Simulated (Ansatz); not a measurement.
`[NH]1[SiH2][SiH2][GaH]1`. Total charge 0; spin multiplicity 1. Geometry: relaxed with PBE0-D4/def2-TZVP.

```xyz
10

N     0.251    0.914   -1.037
Si   -0.860    0.897    0.302
Si   -0.041   -1.191    1.007
Ga    1.247   -0.653   -0.957
H     0.311    1.662   -1.713
H    -2.295    0.929   -0.109
H    -0.666    2.028    1.256
H    -0.977   -2.345    0.929
H     0.668   -1.233    2.315
H     2.361   -1.008   -1.994
```

(1) What is the dipole moment at ωB97M-V/def2-TZVPP? (Estimate.)

(2) And with PBE, r2SCAN, B3LYP? (An estimate is asked.)

(3) Give the Mulliken charges with ωB97M-V, PBE, B3LYP in def2-TZVPP. (An estimate is asked.)

Answers

(1) The calculation gave: 1.05 D, with components (0.66, 0.05, -0.82) D in this frame, pointing from negative to positive charge.

(2) Computed: PBE 1.03 D, r2SCAN 1.02 D, B3LYP 0.95 D.

(3) Computed: 
| atom | ωB97M-V | PBE | B3LYP |
| --- | --- | --- | --- |
| N1 | -0.38 | -0.30 | -0.37 |
| Si2 | 0.25 | 0.25 | 0.32 |
| Si3 | -0.05 | -0.02 | 0.03 |
| Ga4 | 0.21 | 0.20 | 0.22 |
| H5 | 0.09 | 0.12 | 0.11 |
| H6 | -0.05 | -0.08 | -0.09 |
| H7 | -0.05 | -0.08 | -0.09 |
| H8 | -0.01 | -0.04 | -0.05 |
| H9 | -0.01 | -0.04 | -0.05 |
| H10 | 0.02 | -0.02 | -0.03 |

B3LYP here is the variant with VWN-RPA as its local correlation; programs differ in this.
